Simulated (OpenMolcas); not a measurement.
# Fe2+: ligand-field states by method

Fe2+ with 6 ligands (fluoride) in octahedral coordination (Oh) at 2.14 Å. A charge of +0.667 e stands 2.6 Å behind each ligand. Ligand basis ANO-RCC-VDZP.

```
Program             : OpenMolcas
Basis               : ANO-RCC-VTZP [6s5p3d2f1g]
Scalar Hamiltonian  : DKH2, point nucleus
Active space        : 6 electrons in 5 orbitals (3d)
State averaging     : 2S+1 = 5 even, 5 roots; 2S+1 = 3 even, 45 roots; 2S+1 = 1 even, 50 roots
Spin-orbit coupling : state interaction with AMFI integrals over the reference wave functions
```

I. CASSCF
II. SS-CASPT2, IPEA 0.25 Eh, imaginary shift 0.1 Eh (closed shells correlated: 3s 3p and the ligand valence shells)

Spin-free states (labels of O, the rotations of Oh) in cm-1, each column counted from its own energy of the first state listed:

| State | Degeneracy | I | II |
| --- | --- | --- | --- |
| 5T2 | 3 | 0 | 0 |
| 5E | 2 | 5643 | 6610 |
| 3T1 | 3 | 19113 | 16520 |
| 3T2 | 3 | 21409 | 17890 |
| 3T1 | 3 | 23271 | 20510 |
| 3E | 2 | 25433 | 22540 |
| 1A1 | 1 | 25549 | 22370 |
| 3T2 | 3 | 26211 | 21870 |
| 3T1 | 3 | 26404 | 22250 |
| 1T1 | 3 | 29259 | 25060 |
| 3A2 | 1 | 29366 | 25270 |
| 3T2 | 3 | 29573 | 25380 |
| 3T1 | 3 | 29678 | 26960 |
| 3E | 2 | 30979 | 27600 |
| 1T2 | 3 | 32776 | 28450 |
| 3A1 | 1 | 33218 | 29870 |
| 3T1 | 3 | 34704 | 32990 |
| 1E | 2 | 34743 | 30460 |
| 1A1 | 1 | 35626 | 30380 |
| 1T2 | 3 | 36893 | 32750 |

From I to II, I's first state of the same spin (5E) moves from 5643 to 6610 cm-1, by about +970 cm-1.

From I to II, I's first state of another spin (3T1) moves from 19113 to 16520 cm-1, by about -2600 cm-1.

χT at 300 K: I 4.15, II 4.12 cm3 K/mol.

Roots that are degenerate in the reference are averaged as groups; the widest CASPT2 spread within a group is 510 cm-1 (the 3-fold group of multiplicity 1 near 25100 cm-1 above the lowest state of its run, II). Shifts and gaps below about the spread of the groups concerned are not significant. Over all roots computed the reference weight is 0.70 to 0.71 in II; a low but even weight reflects the number of correlated electrons. An orbital triplet at a regular site is open to Jahn-Teller coupling, which can distort the site and quench the lowest spin-orbit gaps and is left out. Ligand-to-metal charge-transfer states are missing. Without dynamic correlation the repulsion within the d shell is too large (B by tens of per cent), so at a given field states of lower spin stand too high (holds for I). With no ligand orbital active B as a rule stays too high, so bands that hang on it stand too high and its fall with covalency is understated (holds for I). With metal d orbitals alone and no dynamic correlation the field as a rule comes out too small, by tens of per cent, by up to half for chloride and softer ligands, and with too little covalency χT stands high (holds for I). A single d shell leaves out the double-shell effect, which counts most for late 3d ions, where the CASPT2 field can be off either way by tens of per cent (holds for II). These CASPT2 states fit no ligand-field parameters well, so their order and spin gaps are uncertain (holds for II). For late 3d ions with one d shell CASPT2 can put B and the spin-flip bands somewhat low as well as high (holds for II). With one d shell and no ligand orbital active, 10Dq can be off by tens of per cent for divalent 3d ions, low with halides held by bare charges and at times high in hosts (holds for II). Free-ion shares, where given, are those of the reference states; single-state CASPT2 does not remix them (holds for II). The distance lies 2 % over the 2.09 Å that this model takes as the normal distance (a Shannon-type radius plus a fixed donor radius); by an R⁻⁵ law this alone changes a d-shell field by about -11 %. No measured value stands beside these numbers; the geometry was imposed, not optimised, and the real ion may take another.
